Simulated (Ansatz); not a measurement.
One change: `C=CC[SiH3]` becomes `C=CC[TeH]`.

Ansatz, PBE0-D4/def2-TZVP geometries, multiplicity 1. Each molecule was computed in one conformer, which needn't be the lowest.

Elements past krypton have def2 core potentials.

```tsv
property	`C=CC[SiH3]`
size of the dipole moment (B3LYP/def2-TZVPP) / D	0.57
ideal-gas entropy at 298 K and 1 bar (rigid rotor, harmonic PBE0-D4/def2-TZVP) / J/(mol·K)	320
LUMO energy (PBE/def2-TZVPP) / eV	-0.89
HOMO energy (ωB97M-V/def2-TZVPP) / eV	-9.41
size of the dipole moment (ωB97M-V/def2-TZVPP) / D	0.57
LUMO energy (PBE0/def2-TZVPP) / eV	0.11
```

Problem. What does the change do to each property? (Best estimate.)

Solution. The calculation gave: 
```
                                                                                  property  `C=CC[TeH]`  shift
                                          size of the dipole moment (B3LYP/def2-TZVPP) / D         0.93   0.36
ideal-gas entropy at 298 K and 1 bar (rigid rotor, harmonic PBE0-D4/def2-TZVP) / J/(mol·K)          338     18
                                                         LUMO energy (PBE/def2-TZVPP) / eV        -1.79  -0.90
                                                     HOMO energy (ωB97M-V/def2-TZVPP) / eV        -8.24   1.17
                                        size of the dipole moment (ωB97M-V/def2-TZVPP) / D         0.91   0.34
                                                        LUMO energy (PBE0/def2-TZVPP) / eV        -0.95  -1.06
```

With PBE0 the HOMO rises by 1.07 eV and the LUMO falls by 1.06 eV, so the gap narrows by about 2.13 eV. PBE moves the HOMO by 1.02 eV and ωB97M-V by 1.17 eV. The zero-point energy changes by -47.8 kJ/mol with -6 modes. Dipoles are sizes alone; their direction can turn.

B3LYP here is the variant with VWN-RPA as its local correlation; programs differ in this.

Spin–orbit coupling is left out; it splits and shifts lone-pair levels of the heavy atoms by tenths of an eV.
